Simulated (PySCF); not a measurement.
Excitations are Tamm–Dancoff values on a coarser integration grid. The basis has no diffuse functions, so Rydberg states are missing or too high.

Z-matrix (Å, degrees):
```
C
C 1 1.4085
O 2 1.3238 1 131.40
H 3 0.9842 2 105.50 1 0.00
O 2 1.3352 3 115.58 4 -180.00
C 5 1.3988 2 106.20 3 180.00
C 6 1.3613 5 110.27 2 0.00
H 6 1.0934 7 135.08 1 180.00
H 7 1.0958 6 126.32 8 0.00
B 1 1.5056 2 122.66 3 -0.01
H 10 1.2150 1 123.80 2 -179.99
H 10 1.2315 11 118.05 1 -179.99
```
Charge 0, multiplicity 1.

### Question
What S1 excitation (TDA), HOMO and LUMO does PBE-D3(BJ)/def2-TZVP // PBE-D3(BJ)/def2-SVP in PySCF give?

### Answer

- S1 excitation (TDA) = 3.90 eV
- HOMO = -5.59 eV
- LUMO = -2.46 eV
